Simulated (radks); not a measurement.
Ge II, configuration [Ar] 3d10 4s2 4p1 (the NIST ground configuration).

All-electron calculation, scalar-relativistic Kohn-Sham, LDA (Slater exchange, Perdew-Wang correlation), spin-polarised, spherical densities, point nucleus; open shells are filled with parallel spins first. Program: a radial shooting solver on a logarithmic mesh with Libxc functionals.

Energy parts (hartree):
part                       energy
total                 -2095.62642
kinetic                2132.80388
electron-nucleus      -5043.70170
Hartree                 891.56842
exchange-correlation    -76.29701

Orbitals (lengths in bohr, moments of r in powers of bohr; <r^-3> diverges for s and p1/2):
orbital	occ.	eigenvalue (hartree)	<1/r>	<r^-3>	<r^2>
1s up	1	-402.4161	32.33	-	0.002981
1s down	1	-402.4146	32.33	-	0.002981
2s up	1	-50.65894	7.094	-	0.05221
2s down	1	-50.65828	7.094	-	0.05221
2p up	3	-44.36102	6.963	993.1	0.04143
2p down	3	-44.35985	6.963	993.1	0.04143
3s up	1	-6.49735	2.281	-	0.4516
3s down	1	-6.49563	2.282	-	0.4514
3p up	3	-4.57358	2.130	134.9	0.4947
3p down	3	-4.57149	2.130	135.0	0.4942
3d up	5	-1.41959	1.781	14.20	0.6968
3d down	5	-1.41558	1.785	14.25	0.6902
4s up	1	-0.75273	0.6476	-	4.688
4s down	1	-0.72356	0.6504	-	4.681
4p up	1	-0.43410	0.5123	8.040	7.368
4p down	0	-0.40449	0.5096	8.000	7.547

The highest occupied level is 4p up at -11.812 eV. The density falls to 0.001 e/bohr^3 at r = 3.92 bohr. Summed over all electrons, <r^2> = 27.90 bohr^2, which gives a Langevin (diamagnetic) susceptibility term of -22.1 x 10^-6 cm^3/mol. Spin moment in Bohr magnetons: 1.
